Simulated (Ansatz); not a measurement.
Calculated with Ansatz (gas phase, PBE0-D4/def2-TZVP geometries, no zero-point term in ΔE). CCSD(T)/CBS is the MP2 limit (def2-TZVPP, def2-QZVPP) plus CCSD(T) − MP2 in def2-TZVPP, frozen cores. def2 core potentials past Kr. For Br, In outer-core shells are correlated without core-valence functions, which leaves a few kJ/mol of doubt a bond. Scalar relativity is left out up to krypton. Each species was taken in one conformer, which may not be the lowest.

Reaction (redistribution): `FC[SiH2][InH2]` + `CB(Br)CF` → `C[B]([InH2])CF` + `FC[SiH2]Br`

`FC[SiH2][InH2]`:

Cartesian coordinates in Å:
```
F -0.123 0.954 1.370
C 0.325 -0.394 1.347
Si 0.261 -0.985 -0.476
In -0.618 1.274 -1.340
H -0.338 -0.954 2.011
H 1.331 -0.395 1.771
H 1.621 -1.419 -0.901
H -0.634 -2.172 -0.578
H 0.491 2.514 -1.802
H -2.316 1.577 -1.401
```

`CB(Br)CF`:

Z-matrix (Å, degrees):
```
C
B 1 1.546
H 1 1.094 2 110.4
H 1 1.089 2 114.8 3 -125.4
H 1 1.099 2 107.6 3 113.9
Br 2 1.925 1 121.6 3 136.9
C 2 1.566 1 123.8 3 -44.3
F 7 1.389 2 112.8 1 0.6
H 7 1.098 2 110.4 1 121.9
H 7 1.098 2 110.7 1 -120.8
```

`C[B]([InH2])CF`:

Cartesian coordinates in Å:
```
C 1.060 0.438 1.291
B 0.119 0.013 0.123
In -0.371 1.099 -1.797
C -0.674 -1.323 0.228
F -1.531 -1.550 -0.860
H 0.562 1.267 1.815
H 2.009 0.856 0.945
H 1.265 -0.340 2.033
H -1.662 2.249 -1.928
H 0.492 0.826 -3.275
H 0.018 -2.176 0.284
H -1.286 -1.358 1.141
```

`FC[SiH2]Br`:

Z-matrix (Å, degrees):
```
C
Si 1 1.889
F 1 1.390 2 109.1
H 1 1.095 2 111.1 3 -119.8
H 1 1.095 2 111.1 3 119.8
Br 2 2.222 1 106.6 3 180.0
H 2 1.480 1 111.0 3 61.9
H 2 1.480 1 111.0 3 -61.9
```

| species | HF/CBS(def2) energy (Eh) |
| --- | --- |
| `FC[SiH2][InH2]` | -618.99351 |
| `CB(Br)CF` | -2775.37759 |
| `C[B]([InH2])CF` | -393.19344 |
| `FC[SiH2]Br` | -3001.16835 |

(1) Work out ΔE.

Largest T1 diagnostic among the species: 0.014.

Results:

(1) ΔE = (-393.19344) + (-3001.16835) − (-618.99351) − (-2775.37759) = 0.00931 Eh = +24.4 kJ/mol. CCSD(T)/CBS gives +34.4 kJ/mol.

In def2-TZVPP, CCSD(T) changes the Hartree–Fock value by +10.5 kJ/mol (the triples alone add +2.6 kJ/mol) and MP2 by +8.7 kJ/mol.
